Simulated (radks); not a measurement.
Kinetic energies: the exact non-interacting value of the Kohn-Sham orbitals and orbital-free approximations, as 100 (|E| - |E exact|)/|E exact|, negative where the magnitude is too small. Species: P [Ne] 3s2 3p3; Sn22+ [Ar] 3d10; Sb4+ [Kr] 4d10 5s1. All-electron calculation, non-relativistic Kohn-Sham, PBE, spin-polarised, spherical densities, point nucleus. Program: a radial shooting solver on a logarithmic mesh with Libxc functionals. Every spin shell is full or empty, so the densities are truly spherical. Functionals are evaluated on that one density, not self-consistently.

| functional | P | Sn22+ | Sb4+ |
|---|---|---|---|
| exact (hartree) | 340.654 | 5810.47 | 6309.72 |
| Thomas-Fermi | -7.37 | -5.33 | -5.26 |
| TF + vW/9 | -0.49 | -0.51 | -0.67 |
| TF + vW/5 | +5.02 | +3.35 | +3.00 |
| LC94 | +0.19 | +0.21 | +0.07 |
| APBEK | +0.33 | +0.26 | +0.13 |
| Perdew 92 | -0.48 | -0.50 | -0.66 |
| Pearson | -1.59 | -0.86 | -0.91 |
| PG1 | +25.48 | +16.26 | +14.99 |
| DePristo-Kress | +0.08 | +0.07 | -0.09 |
| Ernzerhof | +0.16 | -0.15 | -0.39 |
